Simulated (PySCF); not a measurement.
B(Me)3 (C₃H₉B), SMILES CB(C)C. Heavy atoms are numbered as in [B:1]([CH3:2])([CH3:6])[CH3:10]. Hydrogens are named by the atom that carries them.

Geometry optimised at PBE0-D3(BJ)/def2-SVP. The isomer is the one that the SMILES or the coordinates give; other isomers of the formula were not compared.

The numbers are results of PySCF with PBE/pcSseg-1, not measurements.

GIAO shieldings, no solvent; atoms alike by connectivity are averaged. δ = σ(ref) − σ: ¹¹B against BF3 (σ = 83.9 ppm); ¹³C against TMS (σ = 182.0 ppm); ¹H against TMS (σ = 31.49 ppm), references at their B3LYP-D3(BJ)/def2-TZVP geometries, non-relativistic.

| atoms | nucleus | count | δ (ppm) |
|---|---|---|---|
| B1 | ¹¹B | 1 | ___ |
| C2 (CH3) | ¹³C | 3 | 19.0 |
| H on C2 | ¹H | 9 | 1.19 |

### Question
Complete the blanks. (The exact figures need the calculation; the answer reports its results.)

### Answer

- B1, δ (ppm): 77.5
